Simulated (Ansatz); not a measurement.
The lowest doublet and quartet of CH (SMILES [CH]); geometries from B3LYP-D3(BJ)/def2-TZVP, each state relaxed from the structure named, with no frequency check.
Doublet (charge 0, multiplicity 2):
```xyz
2

C      0.0000     0.0000    -0.1605
H      0.0000     0.0000     0.9630
```

A positive gap puts the quartet lower; no zero-point energy. U- takes an unrestricted doublet. The quartet is unrestricted in single-reference levels. Active spaces average the two states.

Correlated levels freeze the cores.

Programs: Ansatz (Gaussian orbitals). Values without a source in brackets are computed.

U-PBE/def2-TZVPP (spin-contaminated) gives -14.50 kcal/mol for the gap E(doublet) − E(quartet), vertical, at the doublet's geometry.

**Question.** Predict the shift from PBE, with its sign, for: U-B3LYP/def2-TZVPP, U-wB97M-V/def2-TZVPP, SC-NEVPT2 on SA-CASSCF(5,5)/cc-pVQZ, FIC-MRCISD+Q on SA-CASSCF(5,5)/cc-pVQZ, FCI/cc-pVTZ.

**Answer.** U-B3LYP/def2-TZVPP -6.67; U-wB97M-V/def2-TZVPP -5.49; SC-NEVPT2 on SA-CASSCF(5,5)/cc-pVQZ -2.50; FIC-MRCISD+Q on SA-CASSCF(5,5)/cc-pVQZ -3.86; FCI/cc-pVTZ -1.81 kcal/mol. 0 of 5 lie above PBE; the widest gap is to U-B3LYP/def2-TZVPP.

Ansatz is a program for electronic structure.
